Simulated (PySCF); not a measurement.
prop-2-enylboronamidic acid (C₃H₈BNO), SMILES C=CCB(N)O.

Geometry: PBE-D3(BJ)/def2-SVP. Other conformers were not sampled.

Method: TDDFT-B3LYP/def2-SVPD in PySCF 2.14.0.

Vertical excitations. The molecule is in vacuum.

Give excitation energies, oscillator strengths and character. (An estimate is asked for; the answer gives what the named calculation found.)


```
state  energy (eV)  λ (nm)      f                                             main pairs
-----  -----------  ------  -----  -----------------------------------------------------
S1            5.94     209  0.004                                         HOMO→LUMO 97 %
S2            6.35     195  0.007                                       HOMO−1→LUMO 98 %
S3            6.68     186  0.203                                       HOMO→LUMO+1 74 %
S4            6.88     180  0.011                   HOMO→LUMO+2 55 %, HOMO−1→LUMO+1 37 %
S5            6.94     179  0.043                   HOMO−1→LUMO+1 60 %, HOMO→LUMO+2 28 %
S6            7.29     170  0.004                                       HOMO→LUMO+4 94 %
S7            7.46     166  0.081                                       HOMO→LUMO+5 83 %
S8            7.53     165  0.040                     HOMO→LUMO+3 74 %, HOMO→LUMO+6 13 %
S9            7.65     162  0.016                   HOMO−1→LUMO+2 54 %, HOMO→LUMO+6 32 %
S10           7.70     161  0.037  HOMO→LUMO+6 48 %, HOMO−1→LUMO+2 31 %, HOMO→LUMO+3 9 %
T1            4.27     291      0                                       HOMO→LUMO+1 89 %
T2            5.89     211      0                                         HOMO→LUMO 91 %
T3            6.17     201      0                                       HOMO−1→LUMO 94 %
T4            6.61     188      0                 HOMO−1→LUMO+1 76 %, HOMO−1→LUMO+5 16 %
```
Triplets are in the Tamm–Dancoff approximation, which puts them higher than full response would, so one can lie above its singlet here.
